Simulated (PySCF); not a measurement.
# Two-component Hartree-Fock for Mo³³⁺ (molybdenum, charge +33)

Start: [He] 2s2 2p5; 2p1/2 filled at m_j = -1/2, +1/2; 2p3/2 filled at m_j = -1/2, +1/2, +3/2. Calculated with PySCF 2.14 in an even-tempered Gaussian basis (17 s from 13 bohr⁻², ratio 2.4; 12 p from 17 bohr⁻², ratio 2.4; 5 d from 66 bohr⁻², ratio 2.6; 4 f from 98 bohr⁻², ratio 2.6): generalised Hartree-Fock with the X2C-1e Hamiltonian and a Gaussian nucleus; one run each with spin-orbit coupling (SO) switched off, then screened by Boettger's factors.

```json
{"spinor shell": "1s1/2", "electrons": "2", "ε, spin-free (eV)": "-22138.3", "ε, screened SO (eV)": "-22135.4", "weight of nominal j (screened SO)": "1.000", "rms radius, screened SO (bohr)": "0.0403"}
{"spinor shell": "2s1/2", "electrons": "2", "ε, spin-free (eV)": "-4744.5", "ε, screened SO (eV)": "-4743.7", "weight of nominal j (screened SO)": "1.000", "rms radius, screened SO (bohr)": "0.161"}
{"spinor shell": "2p1/2", "electrons": "2", "ε, spin-free (eV)": "-4472.5", "ε, screened SO (eV)": "-4548.6", "weight of nominal j (screened SO)": "0.995", "rms radius, screened SO (bohr)": "0.140"}
{"spinor shell": "2p3/2", "electrons": "3", "ε, spin-free (eV)": "-4472.5", "ε, screened SO (eV)": "-4436.0", "weight of nominal j (screened SO)": "0.997", "rms radius, screened SO (bohr)": "0.144"}
```

```tsv
quantity	spin-free	screened SO
E (hartree)	-3082.64605	-3084.36387
M_J	3/2	3/2
⟨J²⟩	3.750	3.750
⟨L²⟩	2.000	2.002
⟨S²⟩	0.750	0.752
```

Each row is a mean over spinors that exchange with the open shell spreads, by up to 33.249 eV (2s1/2).

Breit and QED terms are absent; they matter most for the inner s and p1/2 levels.

Densities and radii are taken from the X2C orbitals without a picture-change correction, which distorts them close to the nucleus.

Without spin-orbit coupling the j labels of p, d and f shells carry no meaning; the spin-free column gives the mean over the occupied spinors of each nl shell.
